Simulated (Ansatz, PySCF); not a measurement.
Species: C2F3, net charge 1, singlet state. 
Coordinates optimised at B3LYP-D3(BJ)/def2-TZVP (Ansatz, an electronic-structure program):
```
C
F 1 1.2638
F 1 1.2638 2 117.30
C 1 1.4246 2 119.18 3 156.45
F 4 1.2298 1 129.59 2 102.00
```
Charge +1, spin multiplicity 1.

Total electronic energies in hartree. Correlated levels leave the core frozen unless marked. No spin-orbit coupling. Non-relativistic. CBS(X,Y): correlation extrapolated as X^-3; Hartree-Fock from the larger set. The bracket is a focal-point correction in the basis named.

The Hartree-Fock reference is unstable (checked in the largest basis), which strains HF and MP2. 

```csv
level,program,energy (Eh)
HF/6-31G,Ansatz,-373.37915
SVWN5/def2-TZVPD,Ansatz,-372.82902
BLYP/def2-TZVPD,Ansatz,[?]
B3LYP-D3(BJ)/def2-TZVPD,Ansatz + dftd3,-375.39347
TPSSh/def2-TZVPD,PySCF,[?]
r2SCANh-D4/def2-TZVPD,Ansatz + dftd4,-375.20571
r2SCANh/def2-TZVPD,Ansatz,-375.20519
MP2/cc-pwCVTZ,Ansatz,-374.74071
RI-MP2/cc-pVTZ,Ansatz,-374.71301
CCSD/STO-3G,Ansatz,-368.73630
CCSD/6-31G,Ansatz,-373.91972
CCSD/aug-cc-pVDZ,Ansatz,-374.44490
CCSD/cc-pVDZ,Ansatz,-374.37781
CCSD(T) with core electrons/cc-pwCVTZ,Ansatz,-375.05128
"RI-MP2/CBS(cc-pVTZ,cc-pVQZ)+[CCSD(T)-MP2]/cc-pVTZ",Ansatz,-374.9392
```

Question: Fill in the missing entries.

Answer: 
- BLYP/def2-TZVPD, energy (Eh): -375.36867
- TPSSh/def2-TZVPD, energy (Eh): -375.38792
